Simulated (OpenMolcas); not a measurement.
## Levels of Rh I by method

- Program: OpenMolcas
- Basis: ANO-RCC-VDZP [6s5p3d1f]
- Scalar Hamiltonian: DKH2, point nucleus
- Active space: 9 electrons in 9 orbitals (RAS2 4d 5s; RAS3 5p, at most 2 electrons)
- State averaging: 2S+1 = 4 even, 20 roots; 2S+1 = 2 even, 64 roots kept (CI in the orbitals of an earlier block); 2S+1 = 4 odd, 21 roots; 2S+1 = 6 odd, 21 roots kept (CI in the orbitals of an earlier block); 2S+1 = 2 odd, 16 roots kept (CI in the orbitals of an earlier block)
- Spin-orbit coupling: RASSI with atomic mean-field integrals over the reference wave functions, term energies averaged over their components

Methods on the same reference wave functions:
A. RASSCF
B. SS-RASPT2, IPEA 0.25 Eh, imaginary shift 0.1 Eh (closed shells correlated: 4s 4p)
C. MS-RASPT2, IPEA 0.25 Eh, imaginary shift 0.1 Eh (closed shells correlated: 4s 4p)

Energies in cm⁻¹ above 4d⁸ 5s ⁴F_9/2, the measured ground level; measured values from NIST Handbook of Basic Atomic Spectroscopic Data.

```csv
Level,A,B,C,Measured
4d⁸ 5s ⁴F_9/2,0.0,0.0,0.0,0.0
4d⁸ 5s ⁴F_7/2,1592,1554,1557,1530
4d⁸ 5s ⁴F_5/2,2977,2920,3150,2598
4d⁸ 5s ²F_7/2,6823,6080,6060,5691
4d⁷ 5s² ⁴F_9/2,7161,11210,11320,
4d⁸ 5s ²F_5/2 [57 %],8927,7670,8480,7791
4d⁷ 5s² ⁴F_7/2,9112,13240,13280,
4d⁷ 5s² ⁴F_5/2,10389,14620,14570,
4d⁷ 5s² ⁴F_3/2,11071,15440,15400,
4d⁸ 5s ⁴P_3/2 [74 %],14945,12610,12050,
4d⁸ 5s ⁴P_1/2,15216,12970,12970,
4d⁸ 5s ²P_3/2 [59 %],16466,14650,13410,
4d⁸ 5s ²P_1/2,17118,15410,14950,
4d⁸ 5s ²G_9/2,18458,17930,16760,
4d⁸ 5s ²G_7/2,19035,18390,16840,
4d⁷ 5s² ⁴P_5/2,21004,23180,23210,
4d⁷ 5s² ⁴P_3/2,21928,23810,23670,
4d⁷ 5s² ⁴P_1/2,22615,24690,24640,
4d⁷ 5s² ²G_9/2,23392,24720,25630,
4d⁷ 5s² ²G_7/2,24845,25990,27530,
4d⁷ 5s² ²H_11/2,26032,29470,29480,
```

Deviations, from unrounded energies. A percentage is the sum of absolute deviations over the sum of measured energies, with the sign that they share, or ± where signs differ.

```
                        Against measurement  Levels      A     B      C
             mean absolute deviation (cm-1)       4    680   210    410
      fine structure of the ground term (%)       2  +10.7  +8.4  +13.9
other terms of the ground configuration (%)       2  +16.8  ±3.7   +7.9
```

B lies closest to measurement on these levels and A furthest from it. The largest miss of B in the table is 4d⁸ 5s ²F_7/2, by +390 cm-1. The ranking rests on the paired levels alone, and a cruder setting can come out closer through cancelling errors.

Between B and C the level of the table that moves most is 4d⁷ 5s² ²G_7/2, by 1500 cm-1 (lowest in B, highest in C). Moves below CASPT2's spread within the term are not significant.

The mean deviations of B to C differ by less than CASPT2's widest spread within a term (1200 cm-1), so their order carries little weight.

From A to B the spin-free energies of the other terms of 4d⁸ 5s shown, above ⁴F, scale by factors of 0.82 to 0.96.

The lowest spin-free term lies below A's lowest term by 0.414 hartree in B, 0.414 hartree in C.

CASPT2 breaks the degeneracy within a term, and the mean is taken; among the terms shown or strongly mixed into the levels shown the widest spread is 1200 cm-1 (4d⁸ 5s ²G, C). Over all roots computed the reference weight is 0.85 to 0.91 in B, 0.85 to 0.91 in C; the roots of lowest weight are the least certain, and an intruder state may touch them. Terms from blocks run as CI alone lack orbitals of their own. Configurations are named by rounded mean occupations; where the s occupation lies near a half they are strongly mixed, a name can repeat and a true partner stay unpaired. A single d shell beside an s shell can misplace configurations of different d count against each other. Without dynamic correlation excited terms often stand tens of per cent too high (terms of higher spin than the ground term too low), and those without a measured partner can miss by more than the paired ones (holds for A). Computed and measured levels are paired by configuration, term and J; levels that our copy of the source lacks, or whose pairing is in doubt (as where it misses far off the trend of its configuration), stay unpaired and out of the deviations. Levels of configurations outside the active space are missing. Levels that lie high or do not pair safely by name in every column are left out.

A share in square brackets marks a mixed level and gives the weight of the term that names it, the lowest over the columns.
